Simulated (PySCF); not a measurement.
## Ionisation energy of Zn by level of theory

Zn [Ar] 3d10 4s2 (1S) → Zn⁺ [Ar] 3d10 4s1 (2S), as a difference of total energies. All numbers are calculated (PySCF 2.14, a scalar-relativistic core potential, in cc-pVDZ-PP with ECP10MDF (4s4p3d1f, 38 functions)). Correlated levels: valence: 3s2 3p6 frozen. The calculations carry no spin-orbit coupling.

| method | ionisation energy (eV) | error (eV) |
| --- | --- | --- |
| UHF | 7.873 | -1.521 |
| B3LYP | 9.678 | +0.284 |
| TPSS | 9.370 | -0.024 |
| MP2 (valence) | 8.910 | -0.484 |
| SCS-MP2 (valence) | 8.948 | -0.446 |
| CCSD (valence) | 9.072 | -0.322 |
| CCSD(T) (valence) | 9.156 | -0.238 |

Reference: 9.394 eV (measured; NIST Atomic Spectra Database, ionization energies).

Errors of the correlated levels include the incompleteness of this basis and the frozen core.
